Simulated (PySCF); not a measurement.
C2H3N, SMILES [C-]#[N+]C.

The structure is a stationary point at PBE0-D3(BJ)/def2-TZVP.

Two levels are set side by side: TDDFT-PBE/def2-SVPD (PySCF) and TDDFT-LC-ωPBE/def2-SVPD (PySCF). Vertical, same geometry. The lowest singlet is HOMO→LUMO+2 100 % with PBE and HOMO−2→LUMO+1 45 %, HOMO−1→LUMO+2 45 % with the other functional; states are paired by order. Differences are taken from unrounded values.

```json
[
 {"quantity": "lowest singlet excitation (eV)", "TDDFT-PBE": "6.79"},
 {"quantity": "lowest triplet excitation (TDA) (eV)", "TDDFT-PBE": "5.65"}
]
```

Q: These are the TDDFT-PBE values. What does TDDFT-LC-ωPBE give? (The exact figures need the calculation; the answer reports its results.)

A: 
```json
[
 {"quantity": "lowest singlet excitation (eV)", "TDDFT-LC-ωPBE": "8.21", "TDDFT-PBE minus TDDFT-LC-ωPBE": "-1.43"},
 {"quantity": "lowest triplet excitation (TDA) (eV)", "TDDFT-LC-ωPBE": "5.90", "TDDFT-PBE minus TDDFT-LC-ωPBE": "-0.25"}
]
```

Functionals without exact exchange tend to place singlet excitations lower, as here. Differences between two approximate levels are no errors against the true value.

Rough cost on one machine, each run with all the roots and properties that it gave: TDDFT-LC-ωPBE against TDDFT-PBE about 7 times.
